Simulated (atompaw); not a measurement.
Ag: one change to a PAW (atompaw) potential, before and after

```
Element                 : silver
Generator               : atompaw 4.2.0.5
Type                    : PAW
Functional              : PBE
Relativity              : scalar-relativistic
Frozen core             : [Kr]
Valence charge          : 11
Reference configuration : 4d10 5s0 5p0 (charge +1)
Partial waves           : 5s (bound, empty): rc 2.75 bohr; 5s channel at 1.4 Ry: rc 2.75 bohr; 5p (bound, empty): rc 2.95 bohr; 5p channel at 0.15 Ry: rc 2.95 bohr; 4d (bound): rc 2.95 bohr; 4d channel at 2.7 Ry: rc 2.10 bohr
Local potential         : troulliermartins scheme with l = 3 at 1 Ry, radius 2.50 bohr
Core correction         : smooth core density matched at 2.00 bohr
Augmentation charge     : sinc compensation charge, radius 2.35 bohr; PAW radius 2.95 bohr; waves and projectors: custom rrkj gramschmidtortho
```

All-electron outer shells of the reference configuration (PBE, scalar-relativistic, ld1.x):

```
shell  level (eV)  outermost node (bohr)  outermost maximum (bohr)
   4p      -66.82                   0.44                      0.88
   4d      -15.64                   0.43                      1.04
   5s      -11.29                   1.11                      2.37
   5p       -6.30                   1.24                      3.08
```

Change: augmentation sinc compensation charge, radius 2.35 bohr; PAW radius 2.95 bohr; waves and projectors: custom polynom2 7 10 vanderbiltortho.

Cutoffs: the cutoffs (Ry, on a coarse ladder) from which the occupation-weighted sum of valence levels, in a spherical-Bessel basis at the reference potential, stays within 10 and 1 mRy of its value at 400 Ry; they do not see the model core or the augmentation charge, which bear on the density cutoff.

What does the change do?

The potential gets harder (12 Ry and 18 Ry → 21 Ry and 50 Ry); both files keep a bound ghost (s).

```tsv
quantity	base	changed
cutoff, loose	12 Ry	21 Ry
cutoff, tight	18 Ry	50 Ry
bound ghosts	s	s
s: phases at 2.95 bohr within 0.05 rad from the reference energy up to (Ry; the scan ends near 5)	to the end of the scan	to the end of the scan
p: phases at 2.95 bohr within 0.05 rad from the reference energy up to (Ry; the scan ends near 5)	1.8	1.7
d: phases at 2.95 bohr within 0.05 rad from the reference energy up to (Ry; the scan ends near 5)	0.3	-0.6
lowest overlap eigenvalue by channel	s 0.44, p 0.43, d 1.00	s 0.84, p 0.94, d 1.00
```

 A true bound ghost makes a file unfit for plane-wave use even where its test errors are small: the radial tests pick states by their node count and pass the ghost by. The cutoffs see the waves, projectors and local potential, not the compensation charge or the core.
